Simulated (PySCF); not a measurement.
A side-by-side comparison of computed properties.

First species: C7H11NO.
Cartesian coordinates in Å at the GFN2-xTB level; atoms count from 1:
```
atom  x, y, z in Å
C1     2.616    0.491   -0.289
O2     1.383    0.466   -0.963
C3     0.416   -0.364   -0.370
C4    -0.749   -0.572   -1.355
C5    -1.952    0.155   -0.752
C6    -1.732    0.027    0.751
C7    -0.227    0.289    0.893
C8     0.326   -0.230    2.112
N9     0.778   -0.668    3.068
H10    3.268    1.145   -0.865
H11    3.056   -0.512   -0.235
H12    2.517    0.882    0.731
H13    0.880   -1.326   -0.098
H14   -0.960   -1.636   -1.458
H15   -0.468   -0.177   -2.328
H16   -1.938    1.207   -1.038
H17   -2.898   -0.278   -1.073
H18   -2.326    0.730    1.333
H19   -1.964   -0.986    1.086
H20   -0.033    1.367    0.847
```

Second species: C7H11NO.
SMILES with atom numbers: `[CH2:1]=[C:2]1[CH2:3][CH2:4][C@@H:5]([NH:6][CH:7]=[O:8])[CH2:9]1` (hydrogens: H10, H11 on C1; H12, H13 on C3; H14, H15 on C4; H16 on C5; H17 on N6; H18 on C7; H19, H20 on C9)

Levels: PBE0/pcSseg-1 for HOMO energy, LUMO energy and HOMO–LUMO gap. Geometries: GFN2-xTB. Each structure is a single optimised conformer of the isolated species, non-relativistic unless stated. Electronic properties by PySCF.

```
     property  column X  column Y
  HOMO energy  -7.66 eV  -7.18 eV
  LUMO energy   0.79 eV  -0.05 eV
HOMO–LUMO gap   8.45 eV   7.13 eV
```

Task: Which column belongs to which species?

Result: Column X is the first species and column Y the second. The first has 20 atoms and 68 electrons, the second 20 and 68.

Task: How does each property change from the first species to the second?

Result: HOMO energy +0.48 eV; LUMO energy -0.84 eV; HOMO–LUMO gap -1.32 eV.

